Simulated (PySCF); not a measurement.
Calculation: PBE-D3(BJ)/def2-TZVP // B3LYP-D3(BJ)/def2-TZVP (PySCF). Isolated molecules, 0 K electronic values unless said otherwise. One relaxed conformer stands for a flexible species; it need not be the lowest. Excitations are Tamm–Dancoff values on a coarser integration grid. The basis has no diffuse functions, so Rydberg states are missing or too high.

Reference species (SMILES): `C=C([SiH3])CC#N` (neutral, multiplicity 1).

The T1 excitation (TDA) is 4.34 eV and the HOMO is -7.21 eV.

Changed species: `C=C(C#N)C[SiH3]`.

**Question.** Give the shifts of the T1 excitation (TDA) and HOMO.

**Answer.** the T1 excitation (TDA) falls by 0.74 eV, to 3.60 eV; the HOMO increases by 0.42 eV, to -6.79 eV.
